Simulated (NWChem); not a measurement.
All runs are NWChem calculations. System: H2BO2, charge 0, spin multiplicity 2, at a geometry optimised with UB3LYP/def2-SVP. The structure started from a generated list of species. Its SCF solution wasn't tested for a lower state. Level: evGW0@UPBE/def2-TZVPD, RI basis def2-tzvpd-rifit, 6 cycles.

Job file:

```
start mol
memory heap 200 mb stack 700 mb global 1700 mb
geometry units angstroms nocenter noautoz
  O     -1.215865     0.000000    -0.041130
  B      0.000000     0.000000     0.537906
  O      1.215865     0.000000    -0.041130
  H     -1.218406     0.000000    -1.015725
  H      1.218406     0.000000    -1.015725
  symmetry group C2v
end
basis spherical
  * library def2-tzvpd
end
basis "ri basis" bse spherical
  * library def2-tzvpd-rifit
end
dft
  xc xpbe96 cpbe96
  odft
  mult 2
  iterations 100
  direct
  tolerances tight
end
task dft energy
gw
  evgw0 6
  states alpha occ -1 vir -1
  states beta occ -1 vir -1
end
task dft gw
```

Part of the output:

```
             Northwest Computational Chemistry Package (NWChem) 7.3.0
             --------------------------------------------------------

                                NWChem Input Module
                                -------------------

 Scaling coordinates for geometry "geometry" by  1.889725989
 (inverse scale =  0.529177249)

 Turning off AUTOSYM since
 SYMMETRY directive was detected!

                             Geometry "geometry" -> ""
                             -------------------------

 Output coordinates in angstroms (scale by  1.889725989 to convert to a.u.)

  No.       Tag          Charge          X              Y              Z
 ---- ---------------- ---------- -------------- -------------- --------------
    1 O                    8.0000    -1.21586500     0.00000000    -0.04113000
    2 B                    5.0000     0.00000000     0.00000000     0.53790600
    3 O                    8.0000     1.21586500     0.00000000    -0.04113000
    4 H                    1.0000    -1.21840600     0.00000000    -1.01572500
    5 H                    1.0000     1.21840600     0.00000000    -1.01572500

 Effective nuclear repulsion energy (a.u.)      60.1765362262

            Nuclear Dipole moment (a.u.)
            ----------------------------
        X                 Y               Z
 ---------------- ---------------- ----------------
     0.0000000000     0.0000000000    -0.0000000000

      Symmetry information
      --------------------

 Group name             C2v
 Group number             16
 Group order               4
 No. of unique centers     3

      Symmetry unique atoms

     1    2    4


 Summary of "ao basis" -> "" (spherical)
 ------------------------------------------------------------------------------
       Tag                 Description            Shells   Functions and Types
 ---------------- ------------------------------  ------  ---------------------
 *                         def2-tzvpd                 on all atoms

 new library libraries.bse/

 Summary of "ri basis" -> "" (spherical)
 ------------------------------------------------------------------------------
[...]
@GW        58         23.599           0.000
@GW        59         24.484           0.000
@GW        60         27.437           0.000
@GW        61         27.680           0.000
@GW        62         27.798           0.000
@GW        63         29.717           0.000
@GW        64         30.275           0.000
@GW        65         30.320           0.000
@GW        66         34.205           0.000
@GW        67         34.626           0.000
@GW        68         36.007           0.000
@GW        69         39.213           0.000
@GW        70         40.136           0.000
@GW        71         45.220           0.000
@GW        72         46.005           0.000
@GW        73         47.302           0.000
@GW        74         48.134           0.000
@GW        75         47.845           0.000
@GW        76         50.414           0.000
@GW        77         52.019           0.000
@GW        78         53.595           0.000
@GW        79         54.856           0.000
@GW        80         56.778           0.000
@GW        81         58.753           0.000
@GW        82         57.678           0.000
@GW        83         58.804           0.000
@GW        84         60.664           0.000
@GW        85         63.091           0.000
@GW        86         63.838           0.000
@GW        87         64.609           0.000
@GW        88         67.288           0.000
@GW        89         67.830           0.000
@GW        90         67.717           0.000
@GW        91         69.859           0.000
@GW        92         72.244           0.000
@GW        93         74.984           0.000
@GW        94         74.984           0.000
@GW        95         75.183           0.000
@GW        96         78.222           0.000
@GW        97         80.070           0.000
@GW        98         82.942           0.000
@GW        99         87.496           0.000
@GW       100         85.773           0.000
@GW       101         89.712           0.000
@GW       102         91.102           0.000
@GW       103         94.178           0.000
@GW       104         97.651           0.000
@GW       105        107.982           0.000
@GW       106        110.311           0.000
@GW       107        115.220           0.000
@GW       108        115.988           0.000
@GW       109        148.299           0.000
@GW       110        150.597           0.000
@GW       111        151.417           0.000
@GW       112        153.139           0.000
@GW       113        155.408           0.000
@GW       114        156.353           0.000
@GW       115        159.406           0.000
@GW       116        160.478           0.000
@GW       117        161.036           0.000
@GW       118        161.847           0.000
@GW       119        167.505           0.000
@GW       120        170.404           0.000
@GW       121        177.425           0.000
@GW       122        179.327           0.000
@GW       123        182.420           0.000
@GW       124        183.207           0.000
@GW       125        188.772           0.000
@GW       126        188.989           0.000
@GW       127        190.488           0.000
@GW       128        190.828           0.000
@GW       129        195.345           0.000
@GW       130        199.035           0.000
@GW       131        203.218           0.000
@GW       132        205.231           0.000
@GW       133        427.783           0.000
@GW       134       1216.623           0.000
@GW       135       1219.438           0.000

     GW Timing Statistics
   ------------------------
   Init.   :          0.1s
     ERIs  :          2.7s
     Distr.:          0.2s
     Vxc   :          0.3s
   Sigma_x :          0.0s
   RPA     :          7.4s
   Wmn     :         18.8s
   Sigma_c :         23.6s
   GW total:         53.4s

 Task  times  cpu:       53.4s     wall:       53.4s

 Total times  cpu:       69.8s     wall:       69.8s
```
